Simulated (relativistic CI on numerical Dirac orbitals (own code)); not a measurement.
# Ligand-field terms of d5

Computed with a parametric ligand-field model of a d^n configuration (Racah B and C, spin-orbit zeta, crystal field), exact diagonalisation.

Field parameters in Wybourne normalisation: D4h B²₀ = −7Ds, B⁴₀ = 21(Dq − Dt), B⁴₄ = 21√(5/14) Dq; Oh B⁴₀ = 21Dq, B⁴₄ = √(5/14) B⁴₀; Td as Oh with Dq negative (B⁴₀ = 21Dq, B⁴₄ = √(5/14) B⁴₀). The field is a parameter set, without covalency.

(1) Ground term and bands for B = 820, C = 4080, ζ = 0 cm⁻¹, D4h, 10Dq = 37050, Ds = 2300, Dt = 720 cm⁻¹?

(2) Ground term and bands for B = 480, C = 2300, ζ = 0 cm⁻¹, Td, 10Dq = -1800 cm⁻¹?

(3) Ground term and bands for B = 610, C = 2790, ζ = 0 cm⁻¹, Oh, 10Dq = 14750 cm⁻¹?

(4) Ground term and bands for B = 440, C = 1840, ζ = 0 cm⁻¹, Td, 10Dq = -10950 cm⁻¹?

(5) Ground term and bands for B = 730, C = 3600, ζ = 0 cm⁻¹, Td, 10Dq = -11400 cm⁻¹?

## Answers

(1) Ground term 2B2 with 0.04 electrons in the two orbitals of the cubic e set. Spin-allowed: 2E 2890 cm⁻¹, 2A2 26453 cm⁻¹ (378 nm), 2E 27750 cm⁻¹ (360 nm), 2B1 28096 cm⁻¹ (356 nm). Lowest spin-forbidden: 4A2 12047 cm⁻¹ (830 nm), 4E 12730 cm⁻¹ (786 nm), 6A1 16862 cm⁻¹ (593 nm).

(2) Ground term 6A1 with 2.00 electrons in the two orbitals of the cubic e set. Spin-allowed: none. Lowest spin-forbidden: 4T1 15574 cm⁻¹ (642 nm), 4T2 16161 cm⁻¹ (619 nm), 4A1+E 16300 cm⁻¹ (613 nm). A high-spin d5 ion has no spin-allowed d-d band, hence its pale colour.

(3) Ground term 6A1 with 2.00 electrons in the two orbitals of the cubic e set. Spin-allowed: none. Lowest spin-forbidden: 2T2 5392 cm⁻¹ (1855 nm), 4T1 7594 cm⁻¹ (1317 nm), 4T2 11774 cm⁻¹ (849 nm). A high-spin d5 ion has no spin-allowed d-d band, hence its pale colour.

(4) Ground term 6A1 with 2.00 electrons in the two orbitals of the cubic e set. Spin-allowed: none. Lowest spin-forbidden: 2T2 1663 cm⁻¹, 4T1 4164 cm⁻¹ (2401 nm), 4T2 7234 cm⁻¹ (1382 nm). A high-spin d5 ion has no spin-allowed d-d band, hence its pale colour.

(5) Ground term 6A1 with 2.00 electrons in the two orbitals of the cubic e set. Spin-allowed: none. Lowest spin-forbidden: 4T1 16639 cm⁻¹ (601 nm), 2T2 20725 cm⁻¹ (482 nm), 4T2 20877 cm⁻¹ (479 nm). A high-spin d5 ion has no spin-allowed d-d band, hence its pale colour.
